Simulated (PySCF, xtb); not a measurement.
CaH2O2, SMILES [OH][Ca][OH].

GFN2-xTB in xtb at its own geometry gives an orbital gap of 2.17 eV and a dipole moment of 5.79 D.

The structure is a stationary point at B3LYP-D3(BJ)/def2-TZVP. The values are those of a single conformer.

Question: What does HF/def2-TZVPD (PySCF) give? (Estimate from the structure and the level; the computed values follow.)

Answer: gap 11.64 eV (levels -11.17 and 0.47 eV), dipole 0.20 D.
